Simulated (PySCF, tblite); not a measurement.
C₂H₁₆Si₅.
Structure used (GFN2-xTB), in Å, numbered top down from 1:
```
atom  x, y, z in Å
C1    -0.4306   -1.2514    1.8444
Si2   -0.2980   -1.2775   -0.0541
C3    -2.0549   -1.0985   -0.7865
Si4   -2.9635    0.5313   -0.4398
Si5    1.1742    0.4036   -0.7411
Si6    1.0789    2.2983    0.6103
Si7    3.3578   -0.3574   -1.0035
H8     0.5374   -1.4381    2.3001
H9    -1.1161   -2.0074    2.2158
H10   -0.7809   -0.2872    2.2017
H11    0.1576   -2.6397   -0.4193
H12   -1.9842   -1.2271   -1.8671
H13   -2.6741   -1.9220   -0.4273
H14   -4.3011    0.4897   -1.0423
H15   -2.2075    1.6447   -1.0199
H16   -3.1099    0.7361    1.0039
H17    0.7295    0.8294   -2.0933
H18    1.9744    3.3732    0.1730
H19   -0.2561    2.8945    0.7087
H20    1.4848    1.9747    1.9825
H21    3.8840   -0.8549    0.2714
H22    3.4962   -1.4615   -1.9567
H23    4.2973    0.6743   -1.4508
```

Computed, not measured: PBE0/pcSseg-1 in PySCF (dipole) on a GFN2-xTB geometry, gas phase.

Masses are those of the commonest isotopes; rigid-rotor values at the optimised geometry. The values belong to one conformer with, in the numbering `[CH3:1][Si@@H:2]([CH2:3][SiH3:4])[SiH:5]([SiH3:6])[SiH3:7]`, C1–Si2–C3–Si4 64°, C1–Si2–Si5–Si6 -34°.

(1) Give the principal moments of inertia and the rotational constants in GHz.

(2) What kind of rotor is it?

(3) What does the inertial defect say?

(4) Give the other two planar moments, Paa and Pbb, and the rms extents of the mass along the axes.

(5) Which lines would a microwave search look for?

(6) Estimate the classical rotational partition function at 10 K, 200 K and 500 K.

## Answers

(1) Ia = 421.11, Ib = 919.21, Ic = 1079.77 u·Å²; 505379 MHz·u·Å²/I gives 1200, 549.8 and 468.0 MHz, that is A = 1.2001, B = 0.5498, C = 0.4680 GHz.

(2) An asymmetric top. Ray's parameter κ = (2B − A − C)/(A − C) = -0.777; −1 is the prolate and +1 the oblate limit.

(3) Not planar: Δ = Ic − Ia − Ib = -260.56 u·Å². For a rigid frame Δ = −2 Σ m c², so Σ m c² = 130.28 u·Å² lies off the ab plane: 37.36 from hydrogen and 92.92 from heavier atoms. The atom farthest from that plane is 2.72 Å away.

(4) Paa = Σ m a² = (Ib + Ic − Ia)/2 = 788.93 and Pbb = Σ m b² = (Ia + Ic − Ib)/2 = 290.83 u·Å². With the mass M = 180.01 u, the rms extents √(P/M) along a, b and c are 2.09, 1.27, 0.85 Å.

(5) The dipole components are |μa| = 0.72 D, |μb| = 0.62 D, |μc| = 0.10 D. The squared components, which scale the intensities, stand as 1.00 : 0.74 : 0.02 (a : b : c). Some lines, for components of 0.1 D or more:

| type | branch | J(Ka,Kc) | MHz | lower level (cm⁻¹) |
| --- | --- | --- | --- | --- |
| c | Q | 1(1,1) ← 1(0,1) | 650 | 0.034 |
| b | Q | 1(1,0) ← 1(0,1) | 732 | 0.034 |
| b | Q | 3(1,2) ← 3(0,3) | 968 | 0.203 |
| c | Q | 3(2,2) ← 3(1,2) | 1833 | 0.235 |
| b | Q | 3(2,1) ← 3(1,2) | 1869 | 0.235 |
| c | Q | 2(2,1) ← 2(1,1) | 1951 | 0.129 |
| a | R | 2(1,2) ← 1(1,1) | 1954 | 0.056 |
| a | R | 2(0,2) ← 1(0,1) | 2028 | 0.034 |
| b | Q | 2(2,1) ← 2(1,2) | 2196 | 0.121 |
| b | Q | 3(2,2) ← 3(1,3) | 2323 | 0.218 |
| b | R | 3(0,3) ← 2(1,2) | 2449 | 0.121 |
| b | R | 2(1,2) ← 1(0,1) | 2604 | 0.034 |
| a | R | 3(0,3) ← 2(0,2) | 3025 | 0.102 |
| a | R | 3(2,1) ← 2(2,0) | 3082 | 0.194 |
| a | R | 3(1,2) ← 2(1,1) | 3171 | 0.129 |
| c | Q | 3(3,1) ← 3(2,1) | 3424 | 0.297 |
| b | R | 3(1,3) ← 2(0,2) | 3502 | 0.102 |
| c | R | 3(1,2) ← 2(0,2) | 3992 | 0.102 |
| c | R | 2(2,0) ← 1(1,0) | 4076 | 0.058 |
| c | R | 2(2,1) ← 1(1,1) | 4150 | 0.056 |
| b | R | 2(2,0) ← 1(1,1) | 4157 | 0.056 |
| b | R | 3(2,2) ← 2(1,1) | 5004 | 0.129 |
| c | R | 3(2,1) ← 2(1,1) | 5040 | 0.129 |
| c | R | 3(2,2) ← 2(1,2) | 5250 | 0.121 |
| b | R | 3(2,1) ← 2(1,2) | 5286 | 0.121 |
| c | R | 3(3,0) ← 2(2,0) | 6507 | 0.194 |
| c | R | 3(3,1) ← 2(2,1) | 6514 | 0.194 |

(6) Point group C1, symmetry number σ = 1; q = (√π/σ)·√((kT/h)³/(ABC)), k/h = 20836.6 MHz/K: 9590 at 10 K, 858000 at 200 K, 3390000 at 500 K.

Its GFN2-xTB frequencies are all real (lowest 20 cm⁻¹). Constants of a rigid frame at the computed geometry: no zero-point averaging, no centrifugal distortion. A rigid rotor knows nothing of internal rotation, which can split or shift real lines.
